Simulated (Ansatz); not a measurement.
Start from `F[SiH]1[SiH2][SiH2]1` and change one atom or group to get `O[SiH]1[SiH2][SiH2]1`.

Ansatz, PBE0-D4/def2-TZVP geometries, multiplicity 1. Each molecule was computed in one conformer, which needn't be the lowest.

```csv
property,`F[SiH]1[SiH2][SiH2]1`
HOMO energy (ωB97M-V/def2-TZVPP) / eV,-9.01
HOMO–LUMO gap (ωB97M-V/def2-TZVPP) / eV,9.24
size of the dipole moment (ωB97M-V/def2-TZVPP) / D,1.24
LUMO energy (PBE/def2-TZVPP) / eV,-2.52
"ideal-gas entropy at 298 K and 1 bar (rigid rotor, harmonic PBE0-D4/def2-TZVP) / J/(mol·K)",345
zero-point energy (PBE0-D4/def2-TZVP) / kJ/mol,116.9
```

Question: What does the change do to each property? (Estimate.)

Answer: The calculation gave: 
```
                                                                                  property  `O[SiH]1[SiH2][SiH2]1`  shift
                                                     HOMO energy (ωB97M-V/def2-TZVPP) / eV                   -8.69   0.32
                                                   HOMO–LUMO gap (ωB97M-V/def2-TZVPP) / eV                    9.23  -0.01
                                        size of the dipole moment (ωB97M-V/def2-TZVPP) / D                    1.27   0.03
                                                         LUMO energy (PBE/def2-TZVPP) / eV                   -2.18   0.34
ideal-gas entropy at 298 K and 1 bar (rigid rotor, harmonic PBE0-D4/def2-TZVP) / J/(mol·K)                     357     12
                                            zero-point energy (PBE0-D4/def2-TZVP) / kJ/mol                   145.9   29.0
```

With PBE0 the HOMO rises by 0.31 eV and the LUMO rises by 0.36 eV, so the gap widens by about 0.05 eV. PBE moves the HOMO by 0.29 eV and ωB97M-V by 0.32 eV. The zero-point energy changes by 29.0 kJ/mol with +3 modes. Dipoles are sizes alone; their direction can turn.
